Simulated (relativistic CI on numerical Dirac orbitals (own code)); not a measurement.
# Radial parameters of Yb XLII

These numbers are calculated, not measured: Dirac-Coulomb-Breit CI, orbitals from a KLI potential per configuration, model QED, unscaled Slater integrals (own radial code, finite nucleus).

Slater integrals F^k, G^k are unscaled and averaged over j, outside the closed core [Ar]; ζ comes from projecting the Hamiltonian with its Breit term on Σ l·s of the shell.

- 3d10.4p: ζ(4p) = 404560 cm⁻¹; <r>(4p) = 0.4321, <r^2>(4p) = 0.2114 (bohr units).
- 3d10.4d: ζ(4d) = 51322 cm⁻¹; <r>(4d) = 0.4276, <r^2>(4d) = 0.2091 (bohr units).
- 3d10.4f: ζ(4f) = 8592.6 cm⁻¹; <r>(4f) = 0.3945, <r^2>(4f) = 0.1748 (bohr units).

Averages of the first 10 configurations, taken without configuration mixing, which lowers the lowest level and can move excited configurations by several eV; other configurations of the list can lie among them:

```csv
Configuration,Parity,States,Average energy above the lowest level (eV)
3d10.4s,even,2,0.1
3d10.4p,odd,6,138.3
3d10.4d,even,10,310.5
3d10.4f,odd,14,466.3
3d10.5s,even,2,818.7
3d10.5p,odd,6,884.7
3d10.5d,even,10,966.3
3d10.5f,odd,14,1035.8
3d10.5g,even,18,1069.4
3d9.4p2,even,150,1621.9
```
